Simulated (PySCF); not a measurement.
CH₂F₂O₂Si, SMILES O=C(O)[SiH](F)F.

Geometry optimised at B3LYP-D3(BJ)/def2-SVP. The structure was generated by enumeration, and PubChem lists no compound with its InChIKey, so it may never have been made. Other conformers were not sampled.

Two levels are set side by side: TDDFT-PBE/def2-SVPD (PySCF) and TDDFT-ωB97X/def2-SVPD (PySCF). Vertical, same geometry. The lowest singlet is HOMO→LUMO 100 % with PBE and HOMO→LUMO 92 % with the other functional; states are paired by order. Differences are taken from unrounded values.

| quantity | TDDFT-ωB97X | TDDFT-PBE | TDDFT-PBE minus TDDFT-ωB97X |
|---|---|---|---|
| lowest singlet excitation (eV) | 4.97 | 4.58 | -0.39 |
| lowest triplet excitation (TDA) (eV) | 4.35 | 3.96 | -0.40 |
| first bright state (f over 0.05) (eV) | 8.48 | 6.72 | -1.76 |
| its oscillator strength | 0.14 | 0.09 | -0.05 |

A lower first singlet is the usual sign of a functional without exact exchange. Differences between two approximate levels are no errors against the true value.

Rough cost on one machine, each run with all the roots and properties that it gave: TDDFT-ωB97X against TDDFT-PBE about 7 times.
